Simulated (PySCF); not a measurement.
# Magnetic susceptibility: `InChI=1S/C6H4N2O/c1-2-6-3-4-8(5-9)7-6/h1,3-5H`

Geometry:
```tsv
atom	x (Å)	y (Å)	z (Å)
C1	-3.184	0.116	1.519
C2	-2.101	0.061	1.003
C3	-0.854	-0.026	0.359
C4	-0.603	-0.627	-0.916
C5	0.731	-0.471	-1.116
N6	1.227	0.187	-0.016
C7	2.531	0.560	0.223
O8	3.439	0.351	-0.530
N9	0.257	0.453	0.874
H10	-4.123	0.171	1.983
H11	-1.325	-1.093	-1.554
H12	1.382	-0.753	-1.918
H13	2.617	1.073	1.193
```

Level of theory: GIAO B3LYP/pcSseg-1 magnetisability, rotational g tensor and spin-rotation constants, non-relativistic, gas phase (PySCF 2.14.0). Geometry: GFN2-xTB.

Q: What are the magnetisability and the molar susceptibility?

A: Isotropic -1073 × 10⁻³⁰ J/T², or -64.6 × 10⁻⁶ cm³/mol; principal values -1566, -846, -806 × 10⁻³⁰ J/T², anisotropy 741 × 10⁻³⁰ J/T² (root of half the summed squared differences of the principal values). The susceptibility is in cgs units.

Q: Split it along the inertial axes a, b, c into diamagnetic and paramagnetic parts about the centre of mass, with the quadrupole moment.

A: 
```tsv
axis	χ (10⁻⁶ cm³/mol)	diamagnetic (10⁻⁶ cm³/mol)	paramagnetic (10⁻⁶ cm³/mol)	summed x² of all electrons (Å²)	quadrupole Θ (D Å)
a	-48.7	-278.2	229.5	293.3	-1.90
b	-50.8	-1291.0	1240.2	54.6	+4.76
c	-94.3	-1476.2	1381.9	11.0	-2.86
```
Anisotropies 2χaa − χbb − χcc = +47.7 and 2χbb − χaa − χcc = +41.5 × 10⁻⁶ cm³/mol. Θ is traceless in Buckingham's convention.

Q: And the rotational g tensor?

A: 
```
axis  rotational constant (GHz)        g  nuclear part  electronic part
   a                     6.6132  -0.1237        0.5893          -0.7130
   b                     0.9445  -0.0185        0.5319          -0.5503
   c                     0.8265  +0.0025        0.5390          -0.5365
```
Asymmetric top; isotopes 12C, 1H, 14N, 16O; no vibrational averaging.
